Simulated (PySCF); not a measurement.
In(PH2)3 (H6InP3), SMILES [PH2][In]([PH2])[PH2]. Geometry optimised at PBE-D3(BJ)/def2-SVP. The def2 effective core potentials stand for the cores of In; spin–orbit coupling is left out. Other conformers were not sampled.

**Question.** Give the equilibrium geometry at PBE-D3(BJ)/def2-SVP (PySCF confirms it by a frequency run) as a Z-matrix, and its point group. (An estimate is asked for; the answer gives what the named calculation found.)

**Answer.** Several could match; the one computed here: point group Cs.
```
In
P 1 2.5493
H 2 1.4426 1 92.17
H 2 1.4427 3 93.05 1 -91.87
P 1 2.5493 2 120.03 3 48.50
H 5 1.4426 1 92.17 2 -48.50
H 5 1.4427 6 93.05 1 91.87
P 1 2.5506 2 119.90 3 -136.19
H 8 1.4428 1 91.78 2 -41.10
H 8 1.4428 9 93.05 1 91.88
```
Charge 0, spin multiplicity 1.
